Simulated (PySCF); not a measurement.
Excitations are Tamm–Dancoff values on a coarser integration grid. The basis has no diffuse functions, so Rydberg states are missing or too high.

# H9AlSi3, SMILES `[SiH3][Al]([SiH3])[SiH3]` (charge 0, multiplicity 1)

Calculation: PySCF with PBE-D3(BJ)/def2-TZVP.

- HOMO = -6.33 eV
- dipole moment = 0.00 D
- HOMO–LUMO gap = 2.96 eV
- LUMO = -3.37 eV
- S1 excitation (TDA) = 3.16 eV
- S1 oscillator strength = 0.000
- T1 excitation (TDA) = 2.65 eV
- S1–T1 gap (TDA) = 0.51 eV
- total energy = -1115.7269 Ha
- cost = around 11 core-minutes (rough)

```xyz
13

Si     2.1544    -1.1748    -0.2497
Al     0.0010    -0.0003    -0.0011
Si    -0.0423     2.4454     0.3079
Si    -2.1108    -1.2712    -0.0575
H      2.9753    -0.5660    -1.3495
H      2.0266    -2.6408    -0.5371
H      2.9530    -1.0330     1.0150
H      1.3078     3.0962     0.2675
H     -0.8901     3.0963    -0.7471
H     -0.6661     2.7816     1.6323
H     -2.3692    -1.7394    -1.4618
H     -2.0244    -2.5006     0.7995
H     -3.3151    -0.4934     0.3817
```
